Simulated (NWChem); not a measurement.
Everything below was run with NWChem. System: H₆OSi₂, charge 0, spin multiplicity 1, displaced from the optimised geometry. Level: RHF/cc-pVDZ, spin-restricted.

Input file:

```
start mol
memory heap 200 mb stack 900 mb global 1100 mb
geometry units angstroms nocenter noautoz noautosym
  Si     0.383541    -1.552620     0.004797
  O     -0.358298    -0.073520    -0.018333
  Si    -0.258710     1.578236     0.002063
  H      0.617256    -1.989644     1.413747
  H     -0.498166    -2.541474    -0.677835
  H      1.697868    -1.485144    -0.705343
  H      0.998274     2.030977    -0.669830
  H     -0.262361     2.449219     2.466267
  H     -1.435700     2.138871    -0.720300
end
basis spherical
  * library cc-pvdz
end
scf
  rhf
  nopen 0
  maxiter 100
  thresh 1e-7
  semidirect memsize 60000000 filesize 0
end
task scf energy
```

Part of the output:

```
             Northwest Computational Chemistry Package (NWChem) 7.3.0
             --------------------------------------------------------

                                NWChem Input Module
                                -------------------

 Scaling coordinates for geometry "geometry" by  1.889725989
 (inverse scale =  0.529177249)

                             Geometry "geometry" -> ""
                             -------------------------

 Output coordinates in angstroms (scale by  1.889725989 to convert to a.u.)

  No.       Tag          Charge          X              Y              Z
 ---- ---------------- ---------- -------------- -------------- --------------
    1 Si                  14.0000     0.38354100    -1.55262000     0.00479700
    2 O                    8.0000    -0.35829800    -0.07352000    -0.01833300
    3 Si                  14.0000    -0.25871000     1.57823600     0.00206300
    4 H                    1.0000     0.61725600    -1.98964400     1.41374700
    5 H                    1.0000    -0.49816600    -2.54147400    -0.67783500
    6 H                    1.0000     1.69786800    -1.48514400    -0.70534300
    7 H                    1.0000     0.99827400     2.03097700    -0.66983000
    8 H                    1.0000    -0.26236100     2.44921900     2.46626700
    9 H                    1.0000    -1.43570000     2.13887100    -0.72030000

 Effective nuclear repulsion energy (a.u.)     154.3137065160

            Nuclear Dipole moment (a.u.)
            ----------------------------
        X                 Y               Z
 ---------------- ---------------- ----------------
    -0.0029838773     0.7053761300     1.9957056015


 Summary of "ao basis" -> "" (spherical)
 ------------------------------------------------------------------------------
       Tag                 Description            Shells   Functions and Types
 ---------------- ------------------------------  ------  ---------------------
 *                          cc-pvdz                   on all atoms

 Summary of "ao basis" -> "ao basis" (spherical)
 ------------------------------------------------------------------------------
       Tag                 Description            Shells   Functions and Types
 ---------------- ------------------------------  ------  ---------------------
 Si                         cc-pvdz                  8       18   4s3p1d
 O                          cc-pvdz                  6       14   3s2p1d
 H                          cc-pvdz                  3        5   2s1p

                                 NWChem SCF Module
                                 -----------------

  ao basis        = "ao basis"
  functions       =    80
  atoms           =     9
  closed shells   =    21
  open shells     =     0
  charge          =   0.00
  wavefunction    = RHF
  use symmetry    = F
  symmetry adapt  = F

 Summary of "ao basis" -> "ao basis" (spherical)
 ------------------------------------------------------------------------------
       Tag                 Description            Shells   Functions and Types
 ---------------- ------------------------------  ------  ---------------------
 Si                         cc-pvdz                  8       18   4s3p1d
 O                          cc-pvdz                  6       14   3s2p1d
 H                          cc-pvdz                  3        5   2s1p

 Forming initial guess at       0.0s

      Superposition of Atomic Density Guess
      -------------------------------------
[...]
                 1     -656.0885442135  9.43D-01  2.08D-01      1.5
                 2     -656.1459960771  2.96D-01  8.04D-02      1.6
                 3     -656.1552203411  1.39D-02  3.42D-03      1.7
                 4     -656.1552495438  8.46D-05  1.48D-05      1.8
                 5     -656.1552495450  8.50D-09  1.62D-09      2.0

       Final RHF  results
       ------------------

         Total SCF energy =   -656.155249544970
      One-electron energy =  -1215.012257069886
      Two-electron energy =    404.543301008901
 Nuclear repulsion energy =    154.313706516015

        Time for solution =      0.6s

             Final eigenvalues
             -----------------

              1
    1  -68.8888
    2  -68.8327
    3  -20.5845
    4   -6.2232
    5   -6.1755
    6   -4.3304
    7   -4.3291
    8   -4.3288
    9   -4.2831
   10   -4.2814
   11   -4.2813
   12   -1.3571
   13   -0.8064
   14   -0.6879
   15   -0.6052
   16   -0.6019
   17   -0.5847
   18   -0.5037
   19   -0.4740
   20   -0.4678
   21   -0.3351
   22    0.0369
   23    0.1204
   24    0.1769
   25    0.1825
   26    0.1885
   27    0.2050
   28    0.2077
   29    0.2305
   30    0.3660
   31    0.3768

                       ROHF Final Molecular Orbital Analysis
                       -------------------------------------

 Vector   19  Occ=2.000000D+00  E=-4.740240D-01
              MO Center=  4.7D-01, -1.5D+00,  4.7D-01, r^2= 2.7D+00
   Bfn.  Coefficient  Atom+Function         Bfn.  Coefficient  Atom+Function
  ----- ------------  ---------------      ----- ------------  ---------------
    51      0.344719  4 H  s                 10      0.283935  1 Si pz
    24     -0.247564  2 O  pz                52      0.234788  4 H  s
    27     -0.207814  2 O  pz                61     -0.189207  6 H  s

 Vector   20  Occ=2.000000D+00  E=-4.677733D-01
              MO Center=  2.4D-01, -6.8D-01, -4.1D-01, r^2= 4.5D+00
   Bfn.  Coefficient  Atom+Function         Bfn.  Coefficient  Atom+Function
  ----- ------------  ---------------      ----- ------------  ---------------
    22      0.308682  2 O  px                25      0.259514  2 O  px
    56      0.245646  5 H  s                 61     -0.246195  6 H  s
     8     -0.211784  1 Si px                62     -0.183418  6 H  s
    57      0.180526  5 H  s                 66     -0.169951  7 H  s

 Vector   21  Occ=2.000000D+00  E=-3.351115D-01
              MO Center= -2.6D-01,  2.1D+00,  1.7D+00, r^2= 2.6D+00
   Bfn.  Coefficient  Atom+Function         Bfn.  Coefficient  Atom+Function
  ----- ------------  ---------------      ----- ------------  ---------------
    72      0.427734  8 H  s                 71      0.332357  8 H  s
    36      0.257440  3 Si s                 45      0.209520  3 Si pz
    42      0.207781  3 Si pz

 Vector   22  Occ=0.000000D+00  E= 3.690978D-02
              MO Center= -2.5D-01,  2.0D+00,  1.0D+00, r^2= 3.8D+00
   Bfn.  Coefficient  Atom+Function         Bfn.  Coefficient  Atom+Function
  ----- ------------  ---------------      ----- ------------  ---------------
    72      0.632535  8 H  s                 36     -0.528123  3 Si s
    45     -0.473345  3 Si pz                42     -0.296923  3 Si pz
    35     -0.262442  3 Si s                 71      0.243675  8 H  s
    67      0.221591  7 H  s                 77      0.219308  9 H  s
    44     -0.196168  3 Si py

 Vector   23  Occ=0.000000D+00  E= 1.204163D-01
              MO Center=  9.6D-02,  2.8D-02,  3.9D-02, r^2= 6.3D+00
   Bfn.  Coefficient  Atom+Function         Bfn.  Coefficient  Atom+Function
  ----- ------------  ---------------      ----- ------------  ---------------
    44     -0.723702  3 Si py                12      0.690025  1 Si py
    21     -0.660595  2 O  s                  4     -0.427689  1 Si s
    77      0.302370  9 H  s                 11     -0.299685  1 Si px
    52      0.298441  4 H  s                 57      0.293138  5 H  s
    67      0.248746  7 H  s                 62      0.241648  6 H  s

 Vector   24  Occ=0.000000D+00  E= 1.769082D-01
              MO Center=  1.2D-01,  2.4D-02, -1.4D-02, r^2= 8.3D+00
   Bfn.  Coefficient  Atom+Function         Bfn.  Coefficient  Atom+Function
  ----- ------------  ---------------      ----- ------------  ---------------
    44      1.044432  3 Si py                11     -0.818626  1 Si px
    12      0.814622  1 Si py                77     -0.753426  9 H  s
    62      0.614972  6 H  s                 45     -0.584970  3 Si pz
    67     -0.581259  7 H  s                 36      0.437548  3 Si s
    52      0.424301  4 H  s                  4     -0.307539  1 Si s

 center of mass
 --------------
 x =  -0.02695777 y =   0.00359148 z =   0.02456907

 moments of inertia (a.u.)
 ------------------
         624.316026281045         113.780860520163           0.410256728668
         113.780860520163          88.537092122513         -10.796600339019
           0.410256728668         -10.796600339019         640.882777453775

  Mulliken analysis of the total density
  --------------------------------------

    Atom       Charge   Shell Charges
 -----------   ------   -------------------------------------------------------
    1 Si  14    13.21   2.00  2.01  0.71  0.30  6.00  1.33  0.51  0.35
    2 O    8     8.75   2.00  0.80  0.96  2.89  2.11  0.00
    3 Si  14    13.26   2.00  2.01  0.71  0.42  6.00  1.17  0.64  0.31
    4 H    1     1.12   0.73  0.38  0.01
    5 H    1     1.12   0.73  0.38  0.01
    6 H    1     1.13   0.73  0.39  0.01
    7 H    1     1.09   0.72  0.36  0.01
    8 H    1     1.23   0.48  0.75  0.00
    9 H    1     1.08   0.72  0.35  0.01

       Multipole analysis of the density wrt the origin
       ------------------------------------------------

     L   x y z        total         open         nuclear
     -   - - -        -----         ----         -------
     0   0 0 0     -0.000000      0.000000     42.000000

     1   1 0 0      0.202330      0.000000     -0.002984
     1   0 1 0     -0.393918      0.000000      0.705376
     1   0 0 1     -0.936577      0.000000      1.995706

     2   2 0 0    -27.664052      0.000000     38.074875
     2   1 1 0     -0.266234      0.000000    -64.321849
     2   1 0 1      0.523337      0.000000     -0.707133
     2   0 2 0    -28.221436      0.000000    342.769988
     2   0 1 1     -4.387846      0.000000     10.887701
     2   0 0 2    -31.299862      0.000000     35.741702

 Task  times  cpu:        2.0s     wall:        2.0s

 Total times  cpu:        2.1s     wall:        2.1s
```
